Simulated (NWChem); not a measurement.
BBr2, doublet; SMILES [B](Br)Br

Computed with NWChem. Spin-unrestricted. In the optimisation the excess spin sits in a1 (C2v, its own frame). This build's default masses of Se (78.918 u) and Br (79.917 u) are each other's, which moves their modes by up to 0.6 %. No stability test was run on the SCF state. Each level has its own optimisation; frequencies are unscaled.

```json
[
 {"level": "UHF/3-21G", "r B–Br (Å)": "1.929", "highest harmonic frequency (cm⁻¹)": "771", "lowest (cm⁻¹)": "181", "zero-point energy (kcal/mol)": "2.1", "dipole (D)": "0.16"},
 {"level": "B3LYP/3-21G", "r B–Br (Å)": "1.928", "highest harmonic frequency (cm⁻¹)": "…", "lowest (cm⁻¹)": "174", "zero-point energy (kcal/mol)": "2.0", "dipole (D)": "…"},
 {"level": "BLYP/def2-SVP", "r B–Br (Å)": "1.909", "highest harmonic frequency (cm⁻¹)": "808", "lowest (cm⁻¹)": "168", "zero-point energy (kcal/mol)": "2.2", "dipole (D)": "0.69"},
 {"level": "PBE-D3(BJ)/def2-SVP", "r B–Br (Å)": "1.894", "highest harmonic frequency (cm⁻¹)": "845", "lowest (cm⁻¹)": "171", "zero-point energy (kcal/mol)": "2.2", "dipole (D)": "0.70"}
]
```

Task: Complete the blanks.

Result: 
- B3LYP/3-21G, highest harmonic frequency (cm⁻¹): 752
- B3LYP/3-21G, dipole (D): 0.61
